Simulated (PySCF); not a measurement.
BBrH₃N, SMILES B(N)Br. Geometry: B3LYP-D3(BJ)/def2-TZVP. Other conformers were not sampled.

Calculation: B3LYP-D3(BJ)/def2-TZVP (PySCF 2.14.0).

Harmonic wavenumbers (cm⁻¹): 306, 549, 586, 607, 882, 915, 1134, 1341, 1633, 2683, 3576, 3670. Rotational constants (GHz): 49.37, 3.746, 3.482; symmetry number 1.

Q: Work out the zero-point energy and the ideal-gas rigid-rotor harmonic-oscillator thermochemistry at 298.15 K and 1 atm.

A: ZPE = ½ Σ hcν = ½ × 17881 cm⁻¹ = 25.56 kcal/mol. H − E(el) = 28.60 kcal/mol. Entropy in cal/(mol K): translation 39.94, rotation 23.73, vibration 3.21, total 66.88. G − E(el) = 8.66 kcal/mol. Cp = 14.27 cal/(mol K).
